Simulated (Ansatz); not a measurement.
Cartesian coordinates in Å:
```
F 1.4347 0.5225 -0.4816
Si 0.2589 -0.0183 0.4414
Cl -0.2458 -1.8778 -0.2293
Br -1.4477 1.3736 0.2695
```

Charge 0, multiplicity 2.

Q: List the PBE0/def2-TZVPP orbital energies in eV (Ansatz 0.2.0). (Best estimate.)

A: The calculation gave: α occupied: -13150.75, -2768.14, -1805.83, -1705.65, -1536.21, -1536.14, -1536.14, -674.70, -259.99, -239.49, -198.29, -198.14, -198.13, -179.86, -179.66, -179.65, -147.85, -102.56, -102.49, -102.49, -73.35, -73.30, -73.29, -73.13, -73.13, -34.12, -23.98, -22.39, -16.08, -13.63, -13.52, -13.28, -11.42, -10.59, -10.23, -9.39, -9.16, -7.19. α empty: -0.14, 0.18, 0.48, 3.18, 3.79, 3.90, 4.61, 4.82. β occupied: -13150.74, -2768.11, -1805.73, -1705.65, -1536.18, -1536.13, -1536.13, -674.64, -259.96, -239.47, -198.22, -198.11, -198.10, -179.81, -179.64, -179.64, -147.71, -102.41, -102.41, -102.30, -73.32, -73.27, -73.26, -73.12, -73.12, -33.97, -23.81, -22.21, -15.76, -13.49, -13.32, -12.94, -11.14, -10.33, -10.17, -9.26, -9.10. β empty: -3.45, 0.27, 0.57, 1.16, 3.29, 4.02, 4.32, 4.78. ⟨S²⟩ = 0.753.
